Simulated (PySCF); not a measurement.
## Deuteron quadrupole couplings in `ClC[C@@]12CC=C[C@@H]1C2`

C7H9Cl.
Geometry (GFN2-xTB, Å), atoms numbered from 1 in this order:
```xyz
17
C7H9Cl angstrom
Cl    -2.4411    1.5591   -1.2830
C     -1.7854    0.7504    0.1815
C     -0.4557    0.1331   -0.1141
C      0.7334    1.0532   -0.3526
C      1.8871    0.3069    0.2545
C      1.5132   -0.8305    0.8255
C      0.0647   -1.0725    0.6476
C     -0.3814   -1.2052   -0.7855
H     -2.5212    0.0023    0.4755
H     -1.7130    1.5226    0.9484
H      0.5921    2.0206    0.1370
H      0.8932    1.2456   -1.4155
H      2.8889    0.6978    0.2125
H      2.1498   -1.5226    1.3483
H     -0.4958   -1.5675    1.4267
H     -1.3097   -1.7227   -0.9755
H      0.3740   -1.3587   -1.5412
```

Level: PBE0/pcSseg-1 (PySCF, non-relativistic); Q(2H) = 0.00286 b; rigid geometry, the same for H and D, with no vibrational averaging.

Question: Rank these positions by the coupling χzz of a deuteron there, largest first.
A. H12 (methylene hydrogen)
B. H17 (methylene hydrogen)
C. H13 (vinylic hydrogen)
D. H10 (methylene hydrogen)

Answer: C (228 kHz), B (221 kHz), A (205 kHz), D (201 kHz).

Give the electric field gradient Vzz (the principal value of largest size), its asymmetry and the 2H coupling at each hydrogen.

| atom | bonded to | bond length (Å) | Vzz (au) | η | χzz (kHz) |
| --- | --- | --- | --- | --- | --- |
| H9 | C2 | 1.090 | 0.3011 | 0.04 | 202 |
| H10 | C2 | 1.091 | 0.2991 | 0.04 | 201 |
| H11 | C4 | 1.093 | 0.3024 | 0.04 | 203 |
| H12 | C4 | 1.092 | 0.3052 | 0.01 | 205 |
| H13 | C5 | 1.076 | 0.3389 | 0.05 | 228 |
| H14 | C6 | 1.076 | 0.3395 | 0.05 | 228 |
| H15 | C7 | 1.080 | 0.3312 | 0.08 | 223 |
| H16 | C8 | 1.080 | 0.3312 | 0.08 | 223 |
| H17 | C8 | 1.080 | 0.3293 | 0.07 | 221 |

How does χzz go with the bond length over the 9 C–H bonds?

A straight-line fit has a slope of -15.8 kHz for each 0.01 Å, with a correlation coefficient of -0.98, over lengths from 1.076 to 1.093 Å. The longer bonds have the smaller couplings here.

Geometry: GFN2-xTB, one conformer, isolated molecule. GFN2-xTB bond lengths can be off by several hundredths of an ångström, more for odd bonds, and the gradients follow them. With a basis this small, the couplings can be 20 % off.
